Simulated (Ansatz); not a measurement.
Cost and result up the ladder for Ga₆N₆, a cluster cut from wurtzite GaN (bare) (12 atoms). Charge 0, multiplicity 1. Geometry: PBE-D4/def2-SVP.

```
atom   x (Å)   y (Å)   z (Å)
  N1  -1.130  -1.880  -0.684
 Ga2  -0.426  -0.550  -1.863
 Ga3  -1.961  -0.251   0.219
  N4  -1.682   0.935  -1.253
  N5   1.138   0.547  -1.919
 Ga6  -0.036   1.808  -0.828
 Ga7   0.036  -1.808   0.829
  N8  -1.139  -0.547   1.919
  N9   1.682  -0.935   1.253
Ga10   1.961   0.251  -0.219
Ga11   0.426   0.550   1.863
 N12   1.131   1.880   0.684
```

Ansatz on 4 threads of Arm Neoverse V2 on a shared host. Times are rough, and most runs start from the orbitals of an earlier one. PBE0-D4/def2-SVP serves as the yardstick here, not as an exact answer. Binding counts from free atoms at the same level (N quartet, Ga doublet; other spins of the atoms weren't run), without zero-point energy or a counterpoise term.

Correlated methods freeze 60 core orbitals; core or outer-core shells of Ga are correlated, in sets that lack core-valence functions.

Correlated methods converge slowly with the basis, most of all in double-zeta sets.

| level | functions | wall time | binding energy per atom (eV) | difference from PBE0-D4/def2-SVP (eV) |
| --- | --- | --- | --- | --- |
| PBE-D4/def2-SVP | 276 | 7.5 s | 3.35 | 0.26 |
| r2SCAN-D4/def2-SVP | 276 | 18 s | 3.09 | 0.00 |
| PBE0-D4/def2-SVP (with forces) | 276 | 23 s | 3.09 | 0.00 |
| MP2/def2-SVP | 276 | 23 s | 2.99 | -0.10 |
| RPA@PBE/def2-SVP | 276 | 29 s | 2.57 | -0.52 |
